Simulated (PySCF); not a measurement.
## Br²⁺ (bromine, charge +2): UHF calculation

Configuration: [Ar] 3d10 4s1 4p3 5s1, high-spin 6S determinant (an excited configuration). Computed with PySCF 2.14 in x2c-QZVPPall with one added diffuse shell each of s, p, d, f type (12s9p6d5f1g, 113 functions), with the spin-free X2C one-electron Hamiltonian (Gaussian nucleus).

- Total energy: -2602.415009 hartree
- One-electron energy: -3583.2558 hartree
- Hartree (Coulomb) energy: 1071.3726 hartree
- Exchange energy: -90.5318 hartree
- ⟨S²⟩: 8.7511
- ⟨L²⟩: 0.000
- Sum of ⟨r⟩: 22.44 bohr
- Sum of ⟨r²⟩: 37.09 bohr²
- Langevin diamagnetic susceptibility: -29.4 ×10⁻⁶ cm³/mol

| shell | electrons | mean orbital energy (hartree) | rms radius, mean of both spins (bohr) |
| --- | --- | --- | --- |
| 1s α | 1 | -499.42365 | 0.0492 |
| 1s β | 1 | -499.38971 | 0.0492 |
| 2s α | 1 | -68.27281 | 0.205 |
| 2s β | 1 | -68.24381 | 0.205 |
| 2p α | 3 | -60.17553 | 0.183 |
| 2p β | 3 | -60.14662 | 0.183 |
| 3s α | 1 | -11.37933 | 0.588 |
| 3s β | 1 | -11.30391 | 0.588 |
| 3p α | 3 | -8.72932 | 0.607 |
| 3p β | 3 | -8.66663 | 0.607 |
| 3d α | 5 | -4.32287 | 0.646 |
| 3d β | 5 | -4.28839 | 0.646 |
| 4s α | 1 | -2.20519 | 1.65 |
| 4p α | 3 | -1.51072 | 1.89 |
| 5s α | 1 | -0.61326 | 4.03 |

The outer electron is Rydberg-like, and this basis confines it to a smaller radius and binds it less than a complete one would.

Densities and radii are taken from the X2C orbitals without a picture-change correction, which distorts them close to the nucleus.

Spin-orbit constants ζ (cm⁻¹) from the X2C one-electron operator on these orbitals: bare nucleus, nucleus screened by l(l+1)(2l+1)/3 electrons, and screened by the Breit-Pauli mean field of the electrons.

| shell | bare | screened nucleus | mean field |
| --- | --- | --- | --- |
| 2p | 262900 | 247900 | n/a |
| 3p | 37990 | 35820 | n/a |
| 3d | 4686 | 3347 | n/a |
| 4p | 3683 | 3473 | n/a |
